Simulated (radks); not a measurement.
Values are calculated unless marked as measured or tabulated.
Species: S14+. Configuration: [He]. Level of theory: scalar-relativistic Kohn-Sham, LB94 model potential, spin-polarised, spherical densities, finite nucleus; Fermi nuclear charge, rms radius 3.2611 fm (a radial shooting solver on a logarithmic mesh with Libxc functionals).

Radial electron density D(r) = 4 pi r^2 rho(r):

```
   r/bohr * D(r) (the largest magnitude, 16.9, reaches the edge; | marks zero)
 0.008995 |     *
   0.0109 |        *
  0.01321 |           *
    0.016 |               *
  0.01939 |                    *
  0.02349 |                          *
  0.02846 |                                 *
  0.03449 |                                        *
  0.04179 |                                               *
  0.05063 |                                                    *
  0.06135 |                                                      *
  0.07434 |                                                     *
  0.09007 |                                               *
   0.1091 |                                      *
   0.1322 |                           *
   0.1602 |                *
   0.1942 |        *
   0.2352 |   *
    0.285 |*
   0.3454 *
   0.4185 *
   0.5071 *
```

D(r) has 1 maximum, at r = 0.0633 bohr.
